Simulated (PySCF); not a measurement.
Level of theory: B3LYP-D3(BJ)/def2-TZVP // r2SCAN-D4/def2-SVP (PySCF). All species are isolated molecules in the gas phase. One relaxed conformer stands for a flexible species; it need not be the lowest. B3LYP has the VWN-RPA correlation part, as in Gaussian. 

Reference species: [Zn(OH)2] (neutral, multiplicity 1).

```json
{
  "HOMO–LUMO gap": "6.75 eV",
  "HOMO": "-8.16 eV"
}
```

Changed species: [Zn(OH)(SH)] (1 of 2 OH replaced by SH; the reference has 0 of 2 OH replaced by SH).

Problem. Give the shifts of the HOMO–LUMO gap and HOMO.

Solution. the HOMO–LUMO gap falls by 0.86 eV, to 5.89 eV; the HOMO increases by 0.92 eV, to -7.24 eV.
